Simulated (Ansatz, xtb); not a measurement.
**C4H6F3P: which of two isomers lies lower**

Structure I: `FC(F)(F)[C@@H]1CCP1`, a singlet. Structure II: `C[C@@H]1P[C@H]1C(F)(F)F`, a singlet. Both are isolated molecules in the gas phase, relaxed with PBE-D3(BJ)/def2-SVP.

Quicker runs give these differences E(II) − E(I): GFN2-xTB +0.239 eV; HF/STO-3G +0.705 eV (at GFN2-xTB geometries); r2SCAN-D4/def2-SVP −0.047 eV (at GFN2-xTB geometries).

Task: Which of the two would you expect CCSD(T)/def2-SVP + ΔMP2/def2-TZVPP electronic energies to favour?

Result: Too close to call at this level: CCSD(T)/def2-SVP + ΔMP2/def2-TZVPP gives E(II) − E(I) = +0.025 eV.

Level by level:

```tsv
level	geometry	E(II) − E(I) (eV)	departure from the last row (eV)	job, with rough time for the two
GFN2-xTB	GFN2-xTB	+0.239	+0.214	optimisation, 0.19 s
HF/STO-3G	GFN2-xTB	+0.705	+0.679	single point, 0.44 s
r2SCAN-D4/def2-SVP	GFN2-xTB	−0.047	−0.072	single point, 4.4 s
PBE-D3(BJ)/def2-SVP	PBE-D3(BJ)/def2-SVP	−0.025	−0.050	optimisation, 23 s
HF/def2-SVP	PBE-D3(BJ)/def2-SVP	+0.034	+0.009	part of the CCSD(T) run
MP2/def2-SVP	PBE-D3(BJ)/def2-SVP	−0.075	−0.101	part of the CCSD(T) run
CCSD(T)/def2-SVP	PBE-D3(BJ)/def2-SVP	−0.028	−0.054	single point
CCSD(T)/def2-SVP + ΔMP2/def2-TZVPP	PBE-D3(BJ)/def2-SVP	+0.025		single point, 1.9 min
```

As drawn, both hold the same kinds of bond in the same numbers. Structure I has 0 methyl groups, II 1. Structure I has a 4-membered ring, II a 3-membered ring.

The largest departure from CCSD(T)/def2-SVP + ΔMP2/def2-TZVPP is that of HF/STO-3G, 0.679 eV. The last row adds to CCSD(T) the change of the MP2 difference between the two basis sets, here +0.054 eV.

With thermal terms from frequencies at re-optimised GFN2-xTB minima (ideal gas, soft modes damped towards free rotors, one conformer each, 298.15 K, 1 atm): the zero-point term adds −0.032 eV; ΔH is +0.010 and ΔG −0.021 eV.

The correlated steps freeze 12 core orbitals. Run with Ansatz 0.2.0, xtb 6.7.1; the last row on 4 threads of Arm Neoverse V1 on a shared host.
